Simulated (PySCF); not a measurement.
H₄B (SMILES [BH4-]), charge -1, singlet, geometry from GFN2-xTB; CASSCF(4,3)/cc-pVDZ run with PySCF.

PySCF was given this input:
```python
from pyscf import gto, scf, mcscf
import numpy

mol = gto.M(
    atom='''
B     0.000000    0.000000   -0.000000
H    -0.806220   -0.804461   -0.461031
H     0.149430   -0.212450    1.200930
H    -0.421580    1.142326   -0.164496
H     1.078369   -0.125416   -0.575403
''',
    basis='cc-pvdz',
    charge=-1,
    spin=0,
    verbose=4,
)

mf = scf.RHF(mol)
mf.kernel()
mc = mcscf.CASSCF(mf, 3, 4)
mc.fix_spin_(ss=0.0)
mc.kernel()
occ = numpy.linalg.eigvalsh(mc.fcisolver.make_rdm1(mc.ci, mc.ncas, mc.nelecas))[::-1]
ss = mc.fcisolver.spin_square(mc.ci, mc.ncas, mc.nelecas)[0]
print('natural occupations', occ.round(4), ' <S^2>', round(ss, 4))
```

### Question
Predict the main parts of the log of this PySCF run.

### Answer

```
PySCF version 2.14.0

[INPUT] verbose = 4
[INPUT] num. atoms = 5
[INPUT] num. electrons = 10
[INPUT] charge = -1
[INPUT] spin (= nelec alpha-beta = 2S) = 0
[INPUT] symmetry False subgroup None
[INPUT] Mole.unit = angstrom
[INPUT] Symbol           X                Y                Z      unit          X                Y                Z       unit  Magmom
[...]
nuclear repulsion = 10.1960538495536
number of shells = 17
number of NR pGTOs = 54
number of NR cGTOs = 34
basis = cc-pvdz
ecp = {}

******** <class 'pyscf.scf.hf.RHF'> ********
method = RHF
initial guess = minao
damping factor = 0
level_shift factor = 0
DIIS = <class 'pyscf.scf.diis.CDIIS'>
diis_start_cycle = 1
diis_space = 8
diis_damp = 0
SCF conv_tol = 1e-09
SCF conv_tol_grad = None
SCF max_cycles = 50
direct_scf = True
direct_scf_tol = 1e-13
Set gradient conv threshold to 3.16228e-05
Initial guess from minao.
init E= -26.6702804159257
[...]
cycle= 1 E= -26.9488638528176  delta_E= -0.279  |g|= 0.23  |ddm|= 1.55
[...]
cycle= 2 E= -26.9700615833107  delta_E= -0.0212  |g|= 0.0611  |ddm|= 0.391
[...]
cycle= 3 E= -26.9714677582864  delta_E= -0.00141  |g|= 0.0134  |ddm|= 0.084
[...]
cycle= 4 E= -26.9715614030965  delta_E= -9.36e-05  |g|= 0.00114  |ddm|= 0.0365
[...]
cycle= 5 E= -26.9715623982978  delta_E= -9.95e-07  |g|= 0.000112  |ddm|= 0.00413
[...]
cycle= 6 E= -26.9715624092193  delta_E= -1.09e-08  |g|= 2.25e-05  |ddm|= 0.000453
[...]
cycle= 7 E= -26.9715624097056  delta_E= -4.86e-10  |g|= 1.6e-06  |ddm|= 0.000122
[...]
Extra cycle  E= -26.9715624097074  delta_E= -1.88e-12  |g|= 5.34e-07  |ddm|= 7.29e-06
converged SCF energy = -26.9715624097074

******** <class 'pyscf.mcscf.mc1step.CASSCF'> ********
CAS (2e+2e, 3o), ncore = 3, nvir = 28
max_cycle_macro = 50
max_cycle_micro = 4
conv_tol = 1e-07
conv_tol_grad = None
orbital rotation max_stepsize = 0.02
orbital rotation threshold for CI restart = 0.01
augmented hessian ah_max_cycle = 30
augmented hessian ah_conv_tol = 1e-12
augmented hessian ah_linear dependence = 1e-14
augmented hessian ah_level shift = 1e-08
augmented hessian ah_start_tol = 2.5
augmented hessian ah_start_cycle = 3
augmented hessian ah_grad_trust_region = 3
kf_trust_region = 3
kf_interval = 4
ci_response_space = 4
ci_grad_trust_region = 3
with_dep4 0
natorb = False
canonicalization = True
sorting_mo_energy = False
ao2mo_level = 2
internal_rotation = False
******** <class 'pyscf.fci.addons.SpinPenaltyFCISolver'> ********
max. cycles = 50
conv_tol = 1e-08
davidson only = True
[...]
CASCI E = -26.9720030311787  S^2 = 0.0000000
[...]
macro iter  40 ( 25 JK    4 micro), CASSCF E = -26.9841356448853  dE = -2.86677420e-08  S^2 = 0.0000000
               |grad[o]|=0.000615  |grad[c]|=7.23e-05  |ddm|=9.16e-06  |maxRot[o]|=0.00143
macro iter  41 ( 29 JK    4 micro), CASSCF E = -26.9841362535490  dE = -6.08663697e-07  S^2 = 0.0000000
               |grad[o]|=0.000602  |grad[c]|=6.81e-05  |ddm|=8.33e-06  |maxRot[o]|=0.00717
macro iter  42 ( 25 JK    4 micro), CASSCF E = -26.9841363828405  dE = -1.29291479e-07  S^2 = 0.0000000
               |grad[o]|=0.000595  |grad[c]|=0.000195  |ddm|=1.77e-05  |maxRot[o]|=0.00409
macro iter  43 ( 21 JK    4 micro), CASSCF E = -26.9841365134812  dE = -1.30640725e-07  S^2 = 0.0000000
               |grad[o]|=0.000561  |grad[c]|=0.000655  |ddm|=4.73e-05  |maxRot[o]|=0.00472
macro iter  44 (  7 JK    2 micro), CASSCF E = -26.9841402559711  dE = -3.74248994e-06  S^2 = 0.0000000
               |grad[o]|=0.000518  |grad[c]|=0.00114  |ddm|=8.8e-05  |maxRot[o]|=0.0451
macro iter  45 (  7 JK    2 micro), CASSCF E = -26.9841451228680  dE = -4.86689686e-06  S^2 = 0.0000000
               |grad[o]|=0.0005  |grad[c]|=0.00197  |ddm|=0.000117  |maxRot[o]|=0.0562
macro iter  46 (  7 JK    2 micro), CASSCF E = -26.9841505928435  dE = -5.46997555e-06  S^2 = 0.0000000
               |grad[o]|=0.000471  |grad[c]|=0.00263  |ddm|=0.000117  |maxRot[o]|=0.0627
macro iter  47 (  7 JK    2 micro), CASSCF E = -26.9841563039587  dE = -5.71111513e-06  S^2 = 0.0000000
               |grad[o]|=0.000439  |grad[c]|=0.00306  |ddm|=9.45e-05  |maxRot[o]|=0.0662
macro iter  48 (  7 JK    2 micro), CASSCF E = -26.9841619766667  dE = -5.67270804e-06  S^2 = 0.0000000
               |grad[o]|=0.000405  |grad[c]|=0.00328  |ddm|=6.03e-05  |maxRot[o]|=0.068
macro iter  49 (  7 JK    2 micro), CASSCF E = -26.9841673946313  dE = -5.41796462e-06  S^2 = 0.0000000
               |grad[o]|=0.000372  |grad[c]|=0.00329  |ddm|=2.55e-05  |maxRot[o]|=0.069
macro iter  50 (  7 JK    2 micro), CASSCF E = -26.9841723848320  dE = -4.99020068e-06  S^2 = 0.0000000
               |grad[o]|=0.000339  |grad[c]|=0.00314  |ddm|=2.68e-05  |maxRot[o]|=0.0695
1-step CASSCF not converged,  50 macro (952 JK 183 micro) steps
CASSCF canonicalization
Density matrix diagonal elements [1.99784722 1.98568393 0.01646885]
CASSCF energy = -26.9841723848320
CASCI E = -26.9841723848320  E(CI) = -3.79778274942252  S^2 = 0.0000000
natural occupations [1.9999 1.9836 0.0164]  <S^2> 0.0
```

Convergence was not reached.
